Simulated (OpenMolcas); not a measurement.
## 5s² 5p along the 49-electron sequence

- Program: OpenMolcas
- Method: RASSCF
- Basis: ANO-R3
- Scalar Hamiltonian: X2C, finite nucleus
- Spin-orbit coupling: RASSI with atomic mean-field integrals over the reference wave functions, term energies averaged over their components

Active space for each ion: 1 electron in 9 orbitals (RAS2 5p; RAS3 5d 6s, at most 1 electron).

Computed levels in cm-1 above ²P°_1/2:

```json
{"Level": "²P°_3/2", "In": "1887", "Sn+": "3768", "Sb2+": "5839", "Te3+": "8149", "I4+": "10792", "Xe5+": "13803"}
{"Level": "weight of ²P° in the lowest level (%)", "In": "100", "Sn+": "100", "Sb2+": "100", "Te3+": "100", "I4+": "100", "Xe5+": "100"}
```

Measured, with the error of the calculation in %. Measured levels: In, Sn+ from NIST Handbook of Basic Atomic Spectroscopic Data; Sb2+, Te3+ from Moore, Atomic Energy Levels, vol. III, NSRDS-NBS 35 (1971 reprint of NBS Circular 467, 1958); Xe5+ from Saloman, J. Phys. Chem. Ref. Data 33, 765 (2004).

```csv
Level,In,Sn+,Sb2+,Te3+,Xe5+
²P°_3/2,2213 (-14.7),4251 (-11.4),6576 (-11.2),9223 (-11.6),15599 (-11.5)
```

The fine-structure level ²P°_3/2 changes by a factor of 7.31 from In to Xe5+. Its fourth root runs 6.59, 7.83, 8.74, 9.50, 10.19, 10.84, with steps per unit of Z of 1.24, 0.91, 0.76, 0.69, 0.65; equal steps would mean a (Z - σ)^4 law with constant σ.

With one active electron the reference holds no correlation, so core polarisation is missing. No level of 5s² 5d was computed, though it lies in the active space (holds for In). Measured partners are found by configuration, term and J. A level has none where our copy of the source lacks it or the pairing is in doubt (some pairs that miss far off the trend of their configuration count as doubtful), and it then counts in no deviation. Only configurations of the active space appear.

° marks odd parity.
